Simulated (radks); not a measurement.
Question: The mean radii <r> (bohr) of the occupied orbitals of an atom or ion are listed with their occupations. Calculated with a radial shooting solver on a logarithmic mesh with Libxc functionals: non-relativistic Kohn-Sham, LDA (Slater exchange, Perdew-Wang correlation), spin-unpolarised, spherical densities, point nucleus.

orbital  occ.      <r>
1s          2  0.02334
2s          2  0.09775
2p          6  0.08275
3s          2   0.2303
3p          1   0.2175

Name the element and its charge.

Answer: Z = 65, terbium, charge +52: Tb52+ in [Ne] 3s2 3p1. The 1s radius gives Z: for a bare nucleus <r> = 1.5/Z, 0.02308 bohr for Z = 65, and screening makes it slightly larger (0.02334 here). The occupations add up to 13, and the charge is Z minus that.
